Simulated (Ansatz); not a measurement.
C$_{3}$H$_{9}$InOS (`C[CH](C)[In]([OH])[SH]`) at its PBE0-D4/def2-TZVP geometry, where that method's forces vanish. Charge 0, multiplicity 1. In: def2 effective core potential.

```xyz
15

C     0.5523    1.6781   -0.0115
C    -0.3777    0.5646   -0.4685
C    -0.0528    0.0836   -1.8754
In   -0.3832   -1.0814    0.9442
O     0.4838   -0.9951    2.7406
S    -1.3259   -3.2575    0.7143
H     0.5111    2.5224   -0.7108
H     1.5947    1.3482    0.0271
H     0.2900    2.0624    0.9775
H    -1.4095    0.9313   -0.4510
H     0.9604   -0.3232   -1.9436
H    -0.7423   -0.6896   -2.2221
H    -0.1093    0.9179   -2.5856
H     0.9058   -0.1530    2.9252
H    -0.8975   -3.6085    1.9396
```

What forces (eV/Å) does r2SCAN-D4/def2-TZVPP give on these atoms in Ansatz? (Estimate.)

Computed: 
```
C1   0.085  0.077  0.070
C2  -0.102  0.066 -0.029
C3   0.028 -0.074 -0.109
In4 -0.014  0.029 -0.060
O5   0.025 -0.081  0.120
S6  -0.036 -0.085 -0.011
H7  -0.003 -0.007 -0.002
H8  -0.013  0.000 -0.003
H9   0.006 -0.006 -0.011
H10 -0.010 -0.007  0.009
H11 -0.011  0.007  0.005
H12  0.011  0.011  0.003
H13  0.001  0.001  0.006
H14  0.024  0.062 -0.002
H15  0.009  0.008  0.012
```
